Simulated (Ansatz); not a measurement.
System: BH$_{2}$S$_{2}$, charge 0, doublet. BH2S2 (SMILES [S]BS, doublet).
B3LYP-D3(BJ)/def2-TZVP minimum from Ansatz (a quantum-chemistry and plane-wave program):
```xyz
5

B     -0.4573    -0.3287     0.3197
H     -1.3685    -0.8914     0.8466
S      1.1324    -0.6660     0.9761
S     -0.7723     0.7852    -1.0611
H     -2.1059     0.6280    -1.0860
```
Charge 0, spin multiplicity 2.

Atomisation energy term by term, kcal/mol (programs: Ansatz). Open shells are spin-unrestricted; no spin-orbit coupling. Correlated methods leave the cores frozen. Rows without X2C or -DK are non-relativistic. CBS(X,Y): correlation extrapolated as X^-3, Hartree-Fock from the larger set. A bracket is a step between two methods taken in the basis named. '+ core + X2C': CCSD(T) terms for core correlation (cc-pwCVTZ, 1s frozen past Ne) and scalar relativity (cc-pVTZ-DK). For partners of very few electrons the exact lower level stands in for a higher one.

```csv
term,basis,kcal/mol
Hartree-Fock,cc-pV(Q+d)Z,275.95
CCSD correlation,"CBS(cc-pV(T+d)Z,cc-pV(Q+d)Z)",86.36
(T),"CBS(cc-pV(T+d)Z,cc-pV(Q+d)Z)",7.97
CCSDT(Q) - CCSD(T),cc-pV(D+d)Z,0.65
core correlation,cc-pwCVTZ,1.91
scalar relativity,"X2C, cc-pVTZ-DK",-0.63
sum: De,,372.2
```
